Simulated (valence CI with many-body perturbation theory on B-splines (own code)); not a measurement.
**E1 transitions of Rh XIII**

Computed by relativistic CI+MBPT: five valence electrons over a frozen Dirac-Fock core [Ar] 3d10, radial functions for each j: 9 s, 9 p, 8 d, 6 f, 3 g, 1 h, with the one-electron correlation potential Σ1 (screened to all orders), the two-electron term Σ2, the three-electron term Σ3, Breit, model QED; selected single and double excitations, second order for the rest, scaled by the run's own slope (own B-spline code, finite nucleus).

No measured spectrum was set against this ion. As an estimate, levels hold to about 250 cm⁻¹ or 0.2 % of their energy and the worst to 1 %, as in measured heavy ions of charge 2 to 7; those with d or f electrons hold less well. Among the levels kept, up to 600 cm⁻¹ of a level comes from second order outside the variational space, and about a tenth of that is noise between levels of different J, which matters for small intervals.

Lines 1 to 50 of 180 in falling wavelength, among levels below 710130 cm⁻¹, chosen from the strongest by gf and those to the six lowest levels. Wavelengths and rates use the calculated energies, so an error of 900 cm⁻¹ moves a line at 680.8 Å by 0.61 % and its rate by three times that or more. Electric multipoles are in the length gauge, E1 and E2 with the static RPA response of the core. Weak lines are less certain than strong ones. Lines between different terms over intervals too small for the method are left out, as are lines whose strength nearly cancels. The highest levels of a list are the least certain.

Names give the largest LS component (configuration and term), which can be under half, so a name can repeat, a term be missing and a line seem to break the LS rules; names also repeat where a configuration has a term twice. Letters in brackets count levels of one name in rising energy.

```
λ vac (Å)              Upper                  Lower   A (s⁻¹)  S (a.u.) with core polarisation  S without
    680.8        4p5 2P°_1/2      4s2.4p2.4d 4P_1/2  2.59e+07                         8.07e-03   8.96e-03
    680.7        4p5 2P°_3/2  4s2.4p2.4d 2P_3/2 [a]  5.56e+07                         3.46e-02   3.84e-02
    656.2  4s.4p3.4d 6D°_5/2      4s2.4p2.4d 4P_3/2  1.38e+07                         1.15e-02   1.27e-02
    631.8  4s.4p3.4d 6D°_7/2      4s2.4p2.4d 4P_5/2  2.83e+07                         2.82e-02   3.11e-02
    627.3        4p5 2P°_1/2  4s2.4p2.4d 2P_1/2 [a]  1.95e+07                         4.75e-03   5.25e-03
    567.4        4p5 2P°_3/2      4s2.4p2.4d 4D_3/2  2.07e+07                         7.45e-03   8.27e-03
    545.7      4s.4p4 4P_5/2        4s2.4p3 2P°_3/2  7.07e+06                         3.40e-03   3.75e-03
    540.0        4p5 2P°_1/2  4s2.4p2.4d 2P_3/2 [a]  3.36e+07                         5.22e-03   5.79e-03
    516.6  4s.4p3.4d 6D°_3/2      4s2.4p2.4d 4D_5/2  1.47e+07                         3.99e-03   4.40e-03
    514.5  4s.4p3.4d 6D°_5/2      4s2.4p2.4d 4D_5/2  1.50e+07                         6.06e-03   6.69e-03
    497.3  4s.4p3.4d 6D°_7/2      4s2.4p2.4d 4F_9/2  9.68e+06                         4.70e-03   5.16e-03
    489.2  4s.4p3.4d 6D°_9/2      4s2.4p2.4d 4F_9/2  9.48e+07                         5.48e-02   6.05e-02
    485.1  4s.4p3.4d 6D°_1/2      4s2.4p2.4d 4D_3/2  5.13e+07                         5.79e-03   6.37e-03
    483.2  4s.4p3.4d 6D°_5/2  4s2.4p2.4d 2F_7/2 [a]  1.70e+07                         5.69e-03   6.28e-03
    483.0  4s.4p3.4d 6D°_3/2      4s2.4p2.4d 4D_3/2  5.49e+07                         1.22e-02   1.35e-02
    481.8      4s.4p4 4P_3/2        4s2.4p3 2P°_3/2  1.00e+08                         2.21e-02   2.44e-02
    481.2  4s.4p3.4d 6D°_5/2      4s2.4p2.4d 4D_3/2  1.07e+07                         3.55e-03   3.91e-03
    481.0  4s.4p3.4d 6D°_1/2      4s2.4p2.4d 4D_1/2  6.11e+07                         6.71e-03   7.40e-03
    480.2  4s.4p3.4d 6D°_7/2  4s2.4p2.4d 2F_7/2 [a]  1.91e+07                         8.33e-03   9.17e-03
    475.2        4p5 2P°_3/2          4s.4p4 2P_1/2  1.05e+08                         2.23e-02   2.46e-02
    474.0        4p5 2P°_3/2      4s2.4p2.4d 4F_3/2  4.02e+07                         8.46e-03   9.37e-03
    472.7  4s.4p3.4d 6D°_9/2  4s2.4p2.4d 2F_7/2 [a]  2.09e+07                         1.09e-02   1.21e-02
    469.4      4s.4p4 4P_1/2        4s2.4p3 2P°_3/2  3.45e+07                         3.52e-03   3.86e-03
    466.2        4p5 2P°_1/2      4s2.4p2.4d 4D_3/2  3.74e+07                         3.74e-03   4.15e-03
    465.5  4s.4p3.4d 6D°_7/2      4s2.4p2.4d 4F_7/2  8.15e+07                         3.25e-02   3.59e-02
    463.5  4s.4p3.4d 6D°_3/2      4s2.4p2.4d 2F_5/2  2.31e+07                         4.54e-03   5.00e-03
    462.4        4p5 2P°_1/2      4s2.4p2.4d 4D_1/2  1.39e+08                         1.36e-02   1.51e-02
    461.8  4s.4p3.4d 6D°_5/2      4s2.4p2.4d 2F_5/2  3.98e+07                         1.16e-02   1.28e-02
    458.4  4s.4p3.4d 6D°_9/2      4s2.4p2.4d 4F_7/2  7.14e+07                         3.39e-02   3.75e-02
    431.3  4s.4p3.4d 6D°_5/2      4s2.4p2.4d 4F_5/2  3.71e+07                         8.82e-03   9.72e-03
    429.0  4s.4p3.4d 6D°_7/2      4s2.4p2.4d 4F_5/2  3.72e+07                         1.16e-02   1.28e-02
    425.8      4s.4p4 4P_5/2        4s2.4p3 2D°_5/2  2.48e+08                         5.67e-02   6.26e-02
    424.0      4s.4p4 4P_3/2        4s2.4p3 2P°_1/2  4.38e+06                         6.60e-04   7.34e-04
    416.1  4s.4p3.4d 6D°_1/2          4s.4p4 2P_1/2  5.11e+07                         3.63e-03   4.01e-03
    414.3      4s.4p4 4P_1/2        4s2.4p3 2P°_1/2  3.17e+08                         2.22e-02   2.45e-02
    412.3  4s.4p3.4d 6D°_5/2      4s2.4p2.4d 4F_3/2  1.43e+07                         2.96e-03   3.28e-03
    403.9        4p5 2P°_3/2          4s.4p4 2P_3/2  3.74e+09                         4.86e-01   5.37e-01
    403.0      4s.4p4 4P_5/2        4s2.4p3 2D°_3/2  5.44e+08                         1.05e-01   1.16e-01
    402.0        4p5 2P°_1/2          4s.4p4 2P_1/2  3.79e+09                         2.43e-01   2.69e-01
    401.2      4s.4p4 2D_3/2        4s2.4p3 2P°_3/2  4.70e+07                         5.99e-03   6.56e-03
    393.1        4p5 2P°_3/2          4s.4p4 2S_1/2  1.41e+09                         1.69e-01   1.87e-01
    386.5      4s.4p4 2D_5/2        4s2.4p3 2P°_3/2  1.33e+09                         2.27e-01   2.51e-01
    385.9      4s.4p4 4P_3/2        4s2.4p3 2D°_5/2  1.45e+08                         1.64e-02   1.81e-02
    367.1      4s.4p4 4P_3/2        4s2.4p3 2D°_3/2  3.43e+06                         3.35e-04   3.74e-04
    360.3      4s.4p4 2D_3/2        4s2.4p3 2P°_1/2  4.03e+08                         3.72e-02   4.11e-02
    359.8      4s.4p4 4P_1/2        4s2.4p3 2D°_3/2  1.89e+08                         8.71e-03   9.62e-03
    352.1      4s.4p4 4P_5/2        4s2.4p3 4S°_3/2  2.62e+09                         3.39e-01   3.74e-01
    349.8        4p5 2P°_1/2          4s.4p4 2P_3/2  5.77e+09                         2.44e-01   2.69e-01
    344.5        4p5 2P°_3/2          4s.4p4 2D_5/2  7.20e+09                         5.81e-01   6.41e-01
    341.7        4p5 2P°_1/2          4s.4p4 2S_1/2  9.32e+08                         3.67e-02   4.04e-02
```
